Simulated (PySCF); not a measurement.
# What a mistake does to a calculation on CH7N2Si

Calculated results; nothing here was measured. They come from PySCF 2.14.0, an open-source quantum chemistry program, on an isolated molecule that a program drew, which may never have been made. The molecule is CH7N2Si (charge 0, doublet), drawn as the SMILES string `NC[SiH]N`.

Each row is a Hartree-Fock (HF) and frozen-core CCSD(T) single point in the cc-pV(D+d)Z basis, meant for a local HF minimum. Run 1 is clean. Each other run has one planted mistake out of seven kinds, and not every kind appears here: one electron removed, one electron added, multiplicity raised by two, geometry at a saddle point, minimal basis STO-3G, one bond length entered in bohr, all coordinates scaled. The reference is restricted for singlets and unrestricted otherwise, and also for a bond in bohr. Adding or removing an electron swaps singlet and doublet. Electrons count all cores. HOMO and LUMO are orbital energies over both spins, the gradient is its largest component, and the lowest frequency (negative if imaginary) is given only where the gradient is small. Bond lengths are over the 10 bonds as drawn. T1 is the CCSD diagnostic: over 0.02 (restricted) or 0.045 (unrestricted) a single reference is doubtful.

Geometry of the clean run:
```xyz
11
CH7N2Si, angstrom
N     1.2823    0.7062   -0.0501
C     0.2563    1.7315   -0.2797
Si   -1.4935    1.2388    0.2802
N    -1.9396   -0.2247   -0.5410
H     1.3793    0.5387    0.9381
H     0.9721   -0.1692   -0.4395
H     0.5598    2.6533    0.2253
H     0.2461    1.9788   -1.3463
H    -1.4863    0.8994    1.7321
H    -2.6238   -0.8205   -0.1114
H    -2.1035   -0.1923   -1.5313
```

```
run  electrons  basis functions  <S^2>  HOMO (eV)  LUMO (eV)  gradient (hartree/bohr)  lowest frequency (cm^-1)  mean bond (Å)  longest bond (Å)      T1  HF (hartree)  CCSD(T) (hartree)                          mistake
  1         41              100  0.755      -7.83       2.31                  2.3e-05                       117         1.2809             1.902  0.0143    -439.76249         -440.40135                         no fault
  2         41               31  0.752      -5.38       6.23                  2.9e-02                         -         1.2809             1.902  0.0133    -434.51265         -434.73909             minimal basis STO-3G
  3         41              100  1.479      -8.09       2.26                  2.0e-02                         -         1.3783             2.069  0.0492    -439.64498         -440.28001  one bond length entered in bohr
  4         42              100  0.000       0.44       9.25                  8.9e-02                         -         1.2809             1.902  0.0107    -439.70976         -440.37576                                ?
  5         41              100  3.764      -1.92       0.49                  6.7e-02                         -         1.2809             1.902  0.0437    -439.53261         -440.16151                                ?
```

**Which mistake was planted in run 4, and what did it cost?**

It counts 42 electrons, one more than the clean run, at the same geometry and basis. So the mistake is: one electron added. Subtracting run 1 and multiplying by 627.51 kcal/mol a hartree, the energy moved by 33.1 kcal/mol in HF and 16.1 kcal/mol in CCSD(T).

**Which mistake was planted in run 5, and what did it cost?**

Electrons, basis and geometry are unchanged, and <S^2> is 3.764, beside S(S+1) = 3.75 for a multiplicity of 4. So the mistake is: multiplicity raised by two. Subtracting run 1 and multiplying by 627.51 kcal/mol a hartree, the energy moved by 144.3 kcal/mol in HF and 150.5 kcal/mol in CCSD(T).

Cautions from the logs. Run 3: T1 is over the limit, so its CCSD(T) energy is less reliable; run 4: the HOMO is above zero, so the electron isn't bound and the energy depends on the basis.
